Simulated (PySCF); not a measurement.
**How methods differ on the ionisation energy of Kr**

Kr [Kr] (1S) → Kr⁺ [Ar] 3d10 4s2 4p5 (2P), as a difference of total energies. Computed with PySCF 2.14 in aug-cc-pVQZ-PP with ECP10MDF (7s6p5d3f2g, 89 functions), with a scalar-relativistic core potential. Correlated levels: valence: 3s2 3p6 3d10 frozen. The calculations carry no spin-orbit coupling.

| method | ionisation energy (eV) | error (eV) |
| --- | --- | --- |
| UHF | 13.038 | -1.184 |
| LDA | 14.284 | +0.062 |
| PBE | 13.990 | -0.232 |
| PBE0 | 14.040 | -0.182 |
| r2SCAN | 14.122 | -0.100 |
| TPSSh | 14.047 | -0.175 |
| CAM-B3LYP | 14.109 | -0.113 |
| B97-3 | 14.038 | -0.184 |
| revPBE | 13.920 | -0.302 |
| MP2 (valence) | 14.139 | -0.083 |
| SCS-MP2 (valence) | 14.070 | -0.152 |

Reference: 14.222 eV (measured; NIST levels, between the centres of gravity of the two terms).

Errors of the correlated levels include the incompleteness of this basis and the frozen core.
